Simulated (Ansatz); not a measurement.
C2H6Cl4MoO2, SMILES `C[O][Mo]([Cl])([Cl])([Cl])([Cl])[O]C`. Charge 0, multiplicity 1. Correlated methods include outer-core shells of Mo, which these sets cover unevenly. Mo: def2 effective core potential.

```xyz
15

C    -1.277   -2.016    1.458
O    -0.718   -1.189    0.488
Mo   -0.310    0.551    0.181
Cl   -1.346    0.713   -1.897
Cl    0.683    0.466    2.286
Cl    0.183    2.815    0.223
Cl   -2.379    1.099    1.070
O     1.208    0.310   -0.780
C     1.921    0.868   -1.836
H    -0.661   -1.947    2.362
H    -1.292   -3.040    1.082
H    -2.290   -1.664    1.680
H     1.290    0.833   -2.732
H     2.834    0.290   -1.989
H     2.152    1.911   -1.595
```

(1) Give the diagnostics of a CCSD(T)/def2-TZVPP run (frozen core, the Gaussian-basis code of Ansatz). (An estimate is asked.)

Answers

(1) Computed: T1 = 0.0251, largest single amplitude 0.097, largest double 0.037, (T) share of the correlation energy 5.6 %, 15 CCSD cycles. The RHF solution is stable towards an unrestricted one. T1 lies over the customary mark of 0.02 for closed shells; compounds of d metals often pass it without a breakdown.
